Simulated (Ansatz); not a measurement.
A structure relaxed at PBE-D4/def2-TZVP in Ansatz, charge 0, singlet:

```xyz
3

Fe    0.8306    0.9124   -1.7956
I     0.9224   -0.3473    0.1336
I    -1.7530   -0.5651    1.6620
```

(1) Give its formula and point group.

(2) Summarise the bond lengths by kind (pairs closer than 1.2 times the sum of covalent radii, bridged metal pairs left out).

Answers

(1) the cluster FeI2. Point group Cs (tolerance 0.1 Å).

(2) 1 × Fe–I 2.31 Å; 1 × I–I 3.09 Å. The metal has 1 neighbour: I 2.31 Å.

In the def2 sets I takes a core potential; there is no spin–orbit coupling. An occupied level of the charge 0 singlet lies above an empty one (by up to 0.46 eV), so this SCF solution is probably not the lowest. This restricted singlet of an open-shell metal (gap down to -0.46 eV) wasn't tested against broken symmetry. In the singlet, I2 and I3 lie 3.09 Å apart (atoms count from 1), so these atoms are partly bonded to each other. The relaxation made no stability test and no search for a lower SCF solution. No other spin state of charge 0 was run. Another isomer (triplet) lies 5.10 eV lower at PBE0-D4/def2-TZVP; other spin states weren't run for this one.
